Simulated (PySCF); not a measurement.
Structure with atom numbers: `[CH3:1]/[CH:2]=[C:3](/[C:4]#[N:5])[O:6][SiH2:7][CH:8]([CH3:9])[CH3:10]`. Hydrogens are named by the atom that carries them.

- shielding tensors at PBE0/pcSseg-1 (GIAO)
- coordinates at the GFN2-xTB level
- code: PySCF 2.14.0 with density-fitted response routines
- no relativistic terms, in vacuum, averaged over atoms made equivalent by symmetry, fast rotation or ring inversion, a single conformation

References, each an isolated molecule treated in the same way: 13C, 1H, 29Si against TMS; NH3 for 15N; H2O for 17O.

```json
{"atoms": "H(C2)", "nucleus": "1H", "count": "1", "δ (ppm)": "6.03"}
{"atoms": "Si7", "nucleus": "29Si", "count": "1", "δ (ppm)": "?"}
{"atoms": "C8", "nucleus": "13C", "count": "1", "δ (ppm)": "?"}
{"atoms": "H(C8)", "nucleus": "1H", "count": "1", "δ (ppm)": "0.79"}
{"atoms": "C3", "nucleus": "13C", "count": "1", "δ (ppm)": "131.6"}
{"atoms": "H(Si7)", "nucleus": "1H", "count": "2", "δ (ppm)": "5.08"}
{"atoms": "N5", "nucleus": "15N", "count": "1", "δ (ppm)": "318.1"}
{"atoms": "C1", "nucleus": "13C", "count": "1", "δ (ppm)": "14.6"}
{"atoms": "H(C9)/H(C10)", "nucleus": "1H", "count": "6", "δ (ppm)": "1.29"}
{"atoms": "C9/C10", "nucleus": "13C", "count": "2", "δ (ppm)": "19.7"}
{"atoms": "C4", "nucleus": "13C", "count": "1", "δ (ppm)": "120.5"}
{"atoms": "H(C1)", "nucleus": "1H", "count": "3", "δ (ppm)": "?"}
{"atoms": "O6", "nucleus": "17O", "count": "1", "δ (ppm)": "?"}
{"atoms": "C2", "nucleus": "13C", "count": "1", "δ (ppm)": "135.3"}
```

Problem. Fill in the missing shifts.

Solution. 
- C8: 18.4 ppm, sp3 CH bonded to Si
- H(C1): 2.05 ppm, hydrogen on an allylic methyl carbon; allylic position
- O6: 88.5 ppm, oxygen bonded to C, Si
- Si7: -11.4 ppm, silicon bonded to C, O, 2 H

Shifts are as computed. Against solution values, carbons near 30 ppm lie about +3 ppm off and those near 130 ppm about +5 ppm. Of 1309 compounds with measured shifts, 239 miss one by over three times the rms of a fit or turn the order of signals round; such compounds aren't used in these exercises. Experimental scales use liquid or dissolved standards, which lie at an offset from isolated NH3 (liquid NH3: subtract about 20 ppm) and H2O (liquid H2O: subtract about 36 ppm). Unscaled 15N shifts of sp2 nitrogen come out 20 to 40 ppm too high even then.
